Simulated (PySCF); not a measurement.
**Correlation energy of P²⁺ (phosphorus, charge +2)**

[Ne] 3s2 3p1, 2P determinant. Computed with PySCF 2.14 in x2c-SVPall (4s3p1d, 18 functions), with scalar relativity by spin-free X2C-1e. Frozen: [Ne]; 3 electrons correlated.

MP2 pair energies summed by pair of shells (mhartree):

| pair | energy | share (%) |
| --- | --- | --- |
| 3s-3s | -22.80 | 58.0 |
| 3s-3p | -16.50 | 42.0 |

Total MP2 correlation energy: -39.30 mhartree.

Same-spin part -2.33 and opposite-spin part -36.97 mhartree; SCS-MP2 scales them by 1/3 and 6/5 to -45.14 mhartree.

```tsv
level	correlation energy (mhartree)
CCSD	-58.75
(T)	-0.64
CCSD(T)	-59.39
```

Diagnostics: T1 = 0.0098, D1 = 0.0226, largest double amplitude 0.109.

**Question.** Is a single reference adequate?

**Answer.** Mostly. T1 lies below 0.03, but a double amplitude of this size points to a near-degeneracy that CCSD handles and MP2 describes poorly.
